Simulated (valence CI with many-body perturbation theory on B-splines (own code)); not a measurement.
## How close is CI+MBPT for As?

Level of theory: relativistic CI+MBPT: five valence electrons over a frozen Dirac-Fock core [Ar] 3d10, radial functions for each j: 9 s, 9 p, 8 d, 6 f, 3 g, 1 h, with the one-electron correlation potential Σ1, the two-electron term Σ2, the three-electron term Σ3, Breit, model QED; selected CI, second order for the rest, scaled by the run's own slope (own B-spline code, finite nucleus).

Against 11 measured levels this calculation errs by 93 cm⁻¹ on average and by 134 at most. These come from a selection out of the NIST Handbook of Basic Atomic Spectroscopic Data. Levels without a partner in it may be off by more. Among the levels kept, up to 1700 cm⁻¹ of a level comes from second order outside the variational space, and about a tenth of that is noise between levels of different J, which matters for small intervals.

Measured levels: NIST Handbook of Basic Atomic Spectroscopic Data (Sansonetti and Martin, J. Phys. Chem. Ref. Data 34, 1559 (2005)). Pairs share parity and J, and are chosen by configuration, term and nearness in energy; levels without a clear partner are left out. Energies in cm⁻¹ above the measured ground level. The last column is blank where CI alone has no clear partner.

```csv
Computed label,Label in the source,Measured,Computed,Difference,"CI alone, difference"
4s²4p³ ⁴S°_3/2,4p3 4S°,0,0.0,0,0
4s²4p³ ²D°_3/2,4p3 2D°,10592.7,10630.6,+38,+56
4s²4p³ ²D°_5/2,4p3 2D°,10914.9,10961.0,+46,+35
4s²4p³ ²P°_1/2,4p3 2P°,18186.3,18235.9,+50,-51
4s²4p³ ²P°_3/2,4p3 2P°,18647.7,18684.2,+37,-115
4s²4p²5s ⁴P_1/2,4p2(3P) 5s 4P,50693.9,50559.9,-134,-844
4s²4p²5s ⁴P_3/2,4p2(3P) 5s 4P,51610.4,51483.5,-127,-903
4s²4p²5s ⁴P_5/2,4p2(3P) 5s 4P,52898.1,52766.9,-131,-976
4s²4p²5s ²P_1/2,4p2(3P) 5s 2P,53135.8,53006.2,-130,-823
4s²4p²5s ²P_3/2,4p2(3P) 5s 2P,54605.5,54473.6,-132,-905
4s²4p²5s ²D_5/2,4p2(1D) 5s 2D,60815.2,60714.3,-101,-908
4s²4p²5s ²D_3/2,4p2(1D) 5s 2D,60835.0,60731.7,-103,-913
```

Over 11 excited levels the mean absolute difference is 93 cm⁻¹, the median 103 and the largest 134. For the 11 levels that pair on every rung the mean is CI alone 594, + Σ1 790, + Σ2 107, + Σ3 99, + Breit 108, + QED 93. The comparison draws on a selection of the measured levels: 12 of the 64 computed ones have a partner in it, and others may be off by more.
